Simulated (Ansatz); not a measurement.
```yaml
crystal:
  periodic: [false, false, false]
  atoms:
    - {symbol: C, position_ang: [-1.103128, -2.536156, -1.962864]}
    - {symbol: C, position_ang: [-1.286292, -1.114534, -1.491471]}
    - {symbol: C, position_ang: [-0.132535, -0.117632, -2.136755]}
    - {symbol: C, position_ang: [-0.411078, 1.278519, -1.803712]}
    - {symbol: C, position_ang: [-0.486060, 1.423256, -0.126991]}
    - {symbol: O, position_ang: [-1.315216, 1.962250, 0.410905]}
    - {symbol: O, position_ang: [0.695470, 0.967397, 0.485492]}
    - {symbol: C, position_ang: [0.820755, 1.130473, 1.882270]}
    - {symbol: C, position_ang: [2.408322, 1.174731, 2.040825]}
    - {symbol: C, position_ang: [0.181166, -0.028011, 2.476545]}
    - {symbol: H, position_ang: [-1.217649, -2.657696, -2.950511]}
    - {symbol: H, position_ang: [-0.235110, -2.795596, -1.595827]}
    - {symbol: H, position_ang: [-2.006860, -3.261223, -1.472195]}
    - {symbol: H, position_ang: [-1.297947, -1.057894, -0.367778]}
    - {symbol: H, position_ang: [-2.285371, -0.826857, -1.758076]}
    - {symbol: H, position_ang: [-0.324419, -0.346110, -3.139278]}
    - {symbol: H, position_ang: [0.834241, -0.485892, -1.660717]}
    - {symbol: H, position_ang: [-1.314274, 1.668933, -1.991783]}
    - {symbol: H, position_ang: [0.368726, 1.878197, -2.047345]}
    - {symbol: H, position_ang: [0.420402, 1.992150, 2.073025]}
    - {symbol: H, position_ang: [2.526393, 1.103126, 3.191719]}
    - {symbol: H, position_ang: [2.855541, 0.201161, 1.690473]}
    - {symbol: H, position_ang: [2.838102, 1.934300, 1.561630]}
    - {symbol: H, position_ang: [0.413970, -0.020038, 3.653456]}
    - {symbol: H, position_ang: [0.621346, -1.002952, 2.160715]}
    - {symbol: H, position_ang: [-0.980982, -0.167659, 2.295556]}
basis:
  gaussian: {orbitals: aug-pcseg-2}
total_charge: 1
magnetization: {spin_polarized: true, initial_magnetization: 1}
hamiltonian: {xc: {name: HF}}
correlation: {method: mp2, frozen_orbitals: {C: 9}}
accuracy: high
```

```sh
$ ansatz run in.yaml --threads 4 --pin off --events-out ev --progress --plain --max-ram 66560MiB --backend cuda --devices 0, --max-vram 37GiB
```

Shortened log:

```
Functional definition: HF
Error: "frozen_orbitals" has no count for O
```

In this input frozen orbitals are typed for one element alone, and the program wants a count for each. The input was rejected before any iteration.
